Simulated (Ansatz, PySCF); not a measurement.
Noncovalent pair: aminoborane (SMILES BN) (first 6 atoms) with H2O (SMILES O); geometry from B3LYP-D3(BJ)/def2-TZVP, rigid monomers moved along the line of their centres of mass till H5···O7 is 2.92 Å.
(charge 0, multiplicity 1):
```csv
atom,x (Å),y (Å),z (Å)
B,0.5618,-0.4926,-0.1492
N,-0.5118,0.2576,0.2974
H,0.7441,-0.6378,-1.3199
H,1.2952,-0.9858,0.6582
H,-0.6978,0.4053,1.2812
H,-1.1661,0.7046,-0.3237
O,-0.2233,0.2047,4.1564
H,0.7289,0.2249,4.0066
H,-0.4206,-0.7089,4.3908
```

Counterpoise-corrected where a basis set is named; no monomer relaxation. Rows marked so take none.

Rows in 3-21G, 6-31G* carry no dispersion term and start afresh at each structure (6-31G* with six Cartesian d functions).

Programs: Ansatz (Gaussian orbitals); PySCF for 3-21G rows, 6-31G* rows, the dispersion terms. 

Problem. One of these levels gives -14.6 kJ/mol for the interaction energy. Which?
(A) B3LYP/3-21G (no counterpoise)
(B) HF/3-21G (no counterpoise)
(C) HF/6-31G*
(D) PBE0-D3(BJ)/def2-TZVPPD

Solution. B, HF/3-21G (no counterpoise). The others give -8.2 (HF/6-31G*), -18.1 (B3LYP/3-21G (no counterpoise)), -9.9 (PBE0-D3(BJ)/def2-TZVPPD)

Ansatz is a quantum-chemistry and plane-wave program.
